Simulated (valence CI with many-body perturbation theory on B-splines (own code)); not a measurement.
E1 transitions of Hf56+

Level of theory: configuration interaction combined with many-body perturbation theory (CI+MBPT): six valence electrons over a frozen Dirac-Fock core [Ne], radial functions for each j: 9 s, 9 p, 8 d, 6 f, 3 g, 1 h, with the one-electron correlation potential Σ1 (screened to all orders), the two-electron term Σ2, the three-electron term Σ3, Breit, model QED; selected single and double excitations, second order for the rest, scaled by the run's own slope (own B-spline code, finite nucleus).

No measured spectrum was set against this ion. As an estimate, large intervals hold to a few tenths of a per cent, small ones and those within an open d or f shell to about a per cent. Among the levels kept, up to 970 cm⁻¹ of a level comes from second order outside the variational space, and about a tenth of that is noise between levels of different J, which matters for small intervals.

Lines 1 to 50 of 116 in falling wavelength, among levels below 633.42 eV, chosen from the strongest by gf and those to the six lowest levels. Wavelengths and rates use the calculated energies. Electric multipoles are in the length gauge with retardation, E1 and E2 with the static RPA response of the core. Weak lines are less certain than strong ones. Lines between different terms over intervals too small for the method are left out, as are lines whose strength nearly cancels. The highest levels of a list are the least certain.

Levels are named by their leading jj configuration (3d3/2^4 stands for four electrons in 3d with j = 3/2), which in mixed levels can hold well under half, so a name can repeat and another be missing. Letters in brackets count levels of one name in rising energy.

```
λ vac (nm)                               Upper                               Lower   A (s⁻¹)  S (a.u.) with core polarisation  S without
     72.03                  (3s^2 3p3/2^4) J=0      (3s^2 3p1/2 3p3/2^2 3d5/2) J=1  3.96e+05                         7.31e-05   7.43e-05
     63.10      (3s^2 3p1/2^2 3d3/2 3d5/2) J=4      (3s^2 3p1/2 3p3/2^2 3d3/2) J=4  1.53e+05                         1.71e-04   1.74e-04
     59.83          (3s^2 3p1/2^2 3d5/2^2) J=4      (3s^2 3p1/2 3p3/2^2 3d5/2) J=5  1.13e+05                         1.08e-04   1.10e-04
     52.05          (3s^2 3p1/2^2 3d5/2^2) J=4  (3s^2 3p1/2 3p3/2^2 3d5/2) J=4 [b]  3.48e+05                         2.18e-04   2.22e-04
     40.66      (3s^2 3p1/2^2 3d3/2 3d5/2) J=2  (3s^2 3p1/2 3p3/2^2 3d3/2) J=2 [a]  2.33e+05                         3.86e-05   3.93e-05
     38.11      (3s^2 3p1/2^2 3d3/2 3d5/2) J=1  (3s^2 3p1/2 3p3/2^2 3d3/2) J=1 [a]  6.26e+05                         5.13e-05   5.21e-05
     34.52          (3s^2 3p1/2^2 3d5/2^2) J=4  (3s^2 3p1/2 3p3/2^2 3d5/2) J=4 [a]  1.91e+05                         3.50e-05   3.56e-05
     34.17          (3s^2 3p1/2^2 3d5/2^2) J=4  (3s^2 3p1/2 3p3/2^2 3d5/2) J=3 [a]  1.25e+06                         2.21e-04   2.25e-04
     26.07  (3s^2 3p1/2 3p3/2^2 3d5/2) J=4 [b]      (3s^2 3p1/2^2 3d3/2 3d5/2) J=4  1.28e+06                         1.01e-04   1.02e-04
     25.16                  (3s^2 3p3/2^4) J=0  (3s^2 3p1/2 3p3/2^2 3d3/2) J=1 [b]  4.52e+06                         3.55e-05   3.60e-05
     24.47      (3s^2 3p1/2 3p3/2^2 3d5/2) J=5      (3s^2 3p1/2^2 3d3/2 3d5/2) J=4  4.47e+06                         3.56e-04   3.61e-04
     24.37  (3s^2 3p1/2 3p3/2^2 3d5/2) J=3 [a]      (3s^2 3p1/2^2 3d3/2 3d5/2) J=3  6.52e+05                         3.26e-05   3.31e-05
     24.37      (3s^2 3p1/2 3p3/2^2 3d5/2) J=1      (3s^2 3p1/2^2 3d3/2 3d5/2) J=1  1.11e+06                         2.38e-05   2.42e-05
     23.39      (3s^2 3p1/2 3p3/2^2 3d5/2) J=0      (3s^2 3p1/2^2 3d3/2 3d5/2) J=1  5.87e+06                         3.71e-05   3.77e-05
     21.16  (3s^2 3p1/2 3p3/2^2 3d3/2) J=2 [a]          (3s^2 3p1/2^2 3d3/2^2) J=2  8.28e+05                         1.94e-05   1.96e-05
     19.58  (3s^2 3p1/2 3p3/2^2 3d5/2) J=4 [b]      (3s^2 3p1/2^2 3d3/2 3d5/2) J=3  6.93e+06                         2.31e-04   2.35e-04
     19.14          (3s^2 3p1/2^2 3d5/2^2) J=4  (3s^2 3p1/2 3p3/2^2 3d3/2) J=3 [b]  1.62e+06                         5.04e-05   5.11e-05
     18.69  (3s^2 3p1/2 3p3/2^2 3d3/2) J=3 [a]          (3s^2 3p1/2^2 3d3/2^2) J=2  8.68e+06                         1.96e-04   1.99e-04
     17.98            (3s^2 3p1/2 3p3/2^3) J=1      (3s^2 3p1/2^2 3p3/2 3d3/2) J=0  2.07e+06                         1.78e-05   1.80e-05
     17.90            (3s^2 3p1/2 3p3/2^3) J=1      (3s^2 3p1/2^2 3p3/2 3d3/2) J=1  2.62e+06                         2.23e-05   2.27e-05
     16.34      (3s^2 3p1/2^2 3d3/2 3d5/2) J=1            (3s 3p1/2^2 3p3/2^3) J=2  2.69e+06                         1.74e-05   1.76e-05
     16.03            (3s^2 3p1/2 3p3/2^3) J=1      (3s^2 3p1/2^2 3p3/2 3d3/2) J=2  5.22e+05                         3.18e-06   3.23e-06
     15.90            (3s^2 3p1/2 3p3/2^3) J=2      (3s^2 3p1/2^2 3p3/2 3d3/2) J=3  7.30e+05                         7.23e-06   7.31e-06
     15.77            (3s^2 3p1/2 3p3/2^3) J=2      (3s^2 3p1/2^2 3p3/2 3d3/2) J=1  1.92e+07                         1.86e-04   1.89e-04
     15.48  (3s^2 3p1/2 3p3/2^2 3d5/2) J=3 [b]      (3s^2 3p1/2^2 3d3/2 3d5/2) J=2  2.12e+06                         2.72e-05   2.76e-05
     14.30            (3s^2 3p1/2 3p3/2^3) J=2      (3s^2 3p1/2^2 3p3/2 3d3/2) J=2  1.36e+07                         9.83e-05   9.98e-05
     13.91  (3s^2 3p1/2 3p3/2^2 3d3/2) J=1 [b]          (3s^2 3p1/2^2 3d3/2^2) J=0  1.76e+07                         7.01e-05   7.11e-05
     13.64  (3s^2 3p1/2 3p3/2^2 3d5/2) J=3 [b]      (3s^2 3p1/2^2 3d3/2 3d5/2) J=3  1.66e+06                         1.46e-05   1.47e-05
     12.51          (3s^2 3p1/2^2 3d5/2^2) J=4  (3s^2 3p1/2 3p3/2^2 3d3/2) J=3 [a]  1.20e+06                         1.05e-05   1.06e-05
     12.32                  (3s^2 3p3/2^4) J=0  (3s^2 3p1/2 3p3/2^2 3d3/2) J=1 [a]  3.83e+07                         3.53e-05   3.59e-05
     12.31  (3s^2 3p1/2 3p3/2^2 3d3/2) J=3 [b]          (3s^2 3p1/2^2 3d3/2^2) J=2  2.41e+07                         1.56e-04   1.58e-04
     11.56  (3s^2 3p1/2 3p3/2^2 3d3/2) J=2 [c]          (3s^2 3p1/2^2 3d3/2^2) J=2  1.97e+07                         7.49e-05   7.61e-05
     11.04  (3s^2 3p1/2 3p3/2^2 3d3/2) J=1 [b]          (3s^2 3p1/2^2 3d3/2^2) J=2  5.15e+06                         1.03e-05   1.04e-05
     10.02                  (3s^2 3p3/2^4) J=0            (3s 3p1/2^2 3p3/2^3) J=1  2.52e+08                         1.25e-04   1.27e-04
     9.068          (3s^2 3p1/2^2 3d3/2^2) J=2      (3s^2 3p1/2^2 3p3/2 3d5/2) J=3  1.13e+08                         2.07e-04   2.10e-04
     7.976          (3s^2 3p1/2^2 3d3/2^2) J=2      (3s^2 3p1/2^2 3p3/2 3d5/2) J=2  7.43e+07                         9.30e-05   9.43e-05
     7.424            (3s 3p1/2^2 3p3/2^3) J=2            (3s^2 3p1/2 3p3/2^3) J=2  1.08e+10                         1.09e-02   1.11e-02
     7.031            (3s 3p1/2^2 3p3/2^3) J=2            (3s^2 3p1/2 3p3/2^3) J=1  1.51e+10                         1.30e-02   1.32e-02
     6.621            (3s 3p1/2^2 3p3/2^3) J=1            (3s^2 3p1/2 3p3/2^3) J=2  2.85e+10                         1.23e-02   1.25e-02
     6.307            (3s 3p1/2^2 3p3/2^3) J=1            (3s^2 3p1/2 3p3/2^3) J=1  8.48e+09                         3.15e-03   3.20e-03
     5.962  (3s^2 3p1/2 3p3/2^2 3d3/2) J=2 [a]            (3s^2 3p1/2 3p3/2^3) J=2  1.95e+09                         1.02e-03   1.03e-03
     5.895  (3s^2 3p1/2 3p3/2^2 3d3/2) J=1 [a]            (3s^2 3p1/2 3p3/2^3) J=2  1.74e+10                         5.27e-03   5.35e-03
     5.766      (3s^2 3p1/2^2 3d3/2 3d5/2) J=2      (3s^2 3p1/2^2 3p3/2 3d5/2) J=1  7.40e+09                         3.50e-03   3.55e-03
     5.765      (3s^2 3p1/2^2 3d3/2 3d5/2) J=3      (3s^2 3p1/2^2 3p3/2 3d5/2) J=3  4.12e+09                         2.72e-03   2.76e-03
     5.752      (3s^2 3p1/2^2 3p3/2 3d3/2) J=1          (3s^2 3p1/2^2 3p3/2^2) J=0  4.61e+09                         1.30e-03   1.32e-03
     5.747  (3s^2 3p1/2 3p3/2^2 3d3/2) J=3 [a]            (3s^2 3p1/2 3p3/2^3) J=2  1.94e+09                         1.27e-03   1.29e-03
     5.706  (3s^2 3p1/2 3p3/2^2 3d3/2) J=2 [a]            (3s^2 3p1/2 3p3/2^3) J=1  4.91e+08                         2.25e-04   2.28e-04
     5.671      (3s^2 3p1/2 3p3/2^2 3d3/2) J=0            (3s^2 3p1/2 3p3/2^3) J=1  1.21e+10                         1.09e-03   1.10e-03
     5.650      (3s^2 3p1/2^2 3d3/2 3d5/2) J=1      (3s^2 3p1/2^2 3p3/2 3d5/2) J=1  2.21e+09                         5.90e-04   5.98e-04
     5.644  (3s^2 3p1/2 3p3/2^2 3d3/2) J=1 [a]            (3s^2 3p1/2 3p3/2^3) J=1  3.15e+08                         8.38e-05   8.44e-05
```
